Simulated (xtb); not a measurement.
CH8FNSi2, SMILES N[SiH2][SiH2]CF. All values are semi-empirical tight-binding results from xtb (GFN2-xTB unless named), good for trends rather than for accurate numbers. Geometry: GFN2-xTB. The structure was generated by enumeration, and PubChem lists no compound with its InChIKey, so it may never have been made. The values are those of a single conformer.

Computed properties:
```
Item                                               Value
-----------------------------------------  -------------
orbital gap                                      4.20 eV
dipole moment                                     1.61 D
zero-point energy                          54.4 kcal/mol
G − E(el) at 298.15 K (modified RRHO)      33.2 kcal/mol
static polarisability (D4 model)              81.7 bohr³
solvation energy, GFN2-xTB/ALPB(water)     -3.7 kcal/mol
solvation energy, GFN2-xTB/ALPB(methanol)  -5.2 kcal/mol
```
